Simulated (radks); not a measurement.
Numerical settings for the zirconium ion Zr31+, [He] 2s2 2p5. Calculated with a radial shooting solver on a logarithmic mesh with Libxc functionals: Dirac Kohn-Sham, LDA (Slater exchange, Perdew-Wang correlation), spin-unpolarised, spherical densities, finite nucleus; open shells fill j = l - 1/2 first; Fermi nuclear charge, rms radius 4.2694 fm. The defaults (mesh step 0.008 in ln r, mesh end at 40 bohr or more with all orbitals vanishing there, Anderson mixing 0.5 over 9 steps, residual threshold near 1e-9 with the energy settled to 1e-9 hartree or 1e-11 of itself, here a cap of 94 iterations) give E = -2775.5762 hartree and 2p3/2 at -3870.3 eV in 13 iterations. Run on one thread of a shared host, so times are rough (Arm Neoverse V2): 0.03 s of CPU time, 0.03 s wall, 13 iterations on 2189 mesh points. Changes against that run (0 stands for a change within the tolerance of the run):

| setting | iterations | converged | E (mhartree) | e(2p3/2) (meV) | CPU (s) |
|---|---|---|---|---|---|
| mesh step in ln r 0.005 | 13 | yes | 0 | 0 | 0.05 |
| mesh step in ln r 0.003 | 13 | yes | 0 | 0 | 0.08 |
| mesh step in ln r 0.08 | 94 | no | -1.22e+06 | - | 0.13 |
| mesh end (bohr) 8 | 13 | yes | 0 | 0 | 0.03 |
| mesh end (bohr) 5 | 13 | yes | 0 | 0 | 0.03 |
| residual threshold 1e-16 | 94 | no | 0 | 0 | 0.13 |
| residual threshold 0.001 | 7 | yes | 0 | -0.516 | 0.02 |
| mixing 0.2 | 13 | yes | 0 | 0 | 0.03 |
| linear mixing, mixing 0.8 | 16 | yes | 0 | 0 | 0.03 |
| linear mixing, mixing 0.05 | 94 | no | +0.238 | -5.82e+03 | 0.18 |
| mixing history 2 | 23 | yes | 0 | 0 | 0.05 |
| iteration cap 5 | 5 | no | 0 | +34.4 | 0.01 |

No run marked as converged misses the energy by more than 1 mhartree. A mesh that ends early acts as a hard wall.
